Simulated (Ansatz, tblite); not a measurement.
Forces on Li8⁺ at its PBE/def2-TZVP geometry. The state is a doublet with charge 1.

The xTB rows come from tblite. The structure comes from a short search, and lower isomers may exist.

GFN1-xTB (tblite), largest force 0.32 eV/Å:

```xyz
8
positions Å, forces eV/Å
Li    0.476    0.790   -2.783   -0.042   -0.078    0.285
Li   -0.001    0.768    0.016    0.005   -0.265    0.004
Li   -1.964   -0.321    1.652    0.209    0.050   -0.183
Li   -2.517    0.732   -1.311    0.254   -0.072    0.140
Li    0.829   -1.521    1.603   -0.102    0.236   -0.196
Li    1.142    1.365    2.460   -0.109   -0.141   -0.234
Li   -0.497   -1.589   -1.084    0.059    0.232    0.131
Li    2.532   -0.223   -0.552   -0.274    0.039    0.054
```

GFN2-xTB (tblite), largest force 0.45 eV/Å:

```
Li -0.021 -0.227 0.381
Li 0.015 0.115 0.032
Li 0.268 0.024 -0.306
Li 0.322 -0.222 0.214
Li -0.078 0.368 -0.144
Li -0.100 -0.321 -0.214
Li 0.000 0.261 0.014
Li -0.406 0.002 0.023
```

r2SCAN/def2-TZVP (Ansatz), largest force 0.06 eV/Å:

```
Li 0.019 0.025 -0.047
Li 0.002 0.009 0.009
Li -0.046 -0.004 0.044
Li -0.048 0.025 -0.014
Li 0.009 -0.048 0.021
Li 0.010 0.043 0.018
Li -0.007 -0.050 -0.020
Li 0.061 0.001 -0.010
```
